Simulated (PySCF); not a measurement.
Input file for PySCF: R-MP2/6-31G* on C5H10S (SMILES C1CCSCC1).

```python
from pyscf import gto, scf, dft, mp
from pyscf.data.elements import chemcore

mol = gto.M(
    atom='''
    C    -0.13552090    1.17602010    0.35457823
    C    -1.21733748    0.10244280    0.56549366
    C    -1.26556303   -0.90895904   -0.57237618
    S     0.22735778   -1.97315649   -0.59549659
    C     1.46070924   -0.78599799    0.06115299
    C     1.13127130    0.64609725   -0.33960166
    H    -0.54380450    1.99668365   -0.24042588
    H     0.12888529    1.60240592    1.32539969
    H    -2.19342945    0.58368388    0.66877774
    H    -1.03708702   -0.43699160    1.49824136
    H    -1.37105263   -0.40514163   -1.53516242
    H    -2.10790855   -1.59079940   -0.45988498
    H     2.41810286   -1.10189943   -0.35202311
    H     1.51880307   -0.88146094    1.14716718
    H     1.00961384    0.68063171   -1.42472892
    H     1.97696019    1.29644120   -0.10111110
    ''',
    basis='6-31g*',
    cart=True,
    charge=0, spin=0, verbose=3, max_memory=1800)
mf = scf.RHF(mol)
mf.conv_tol = 1e-8
mf.max_cycle = 100
mf.kernel()
if not mf.converged:
    mf = mf.newton().run(mf.mo_coeff, mf.mo_occ)
pt = mp.MP2(mf, frozen=chemcore(mol)).run()
```

It printed:

```
converged SCF energy = -592.672789853902
E(RMP2) = -593.449111500391  E_corr = -0.776321646489711
E(SCS-RMP2) = -593.439904797054  E_corr = -0.767114943152187
```

Self-consistency was reached.

Cost: about 5 core-seconds (a rough figure).
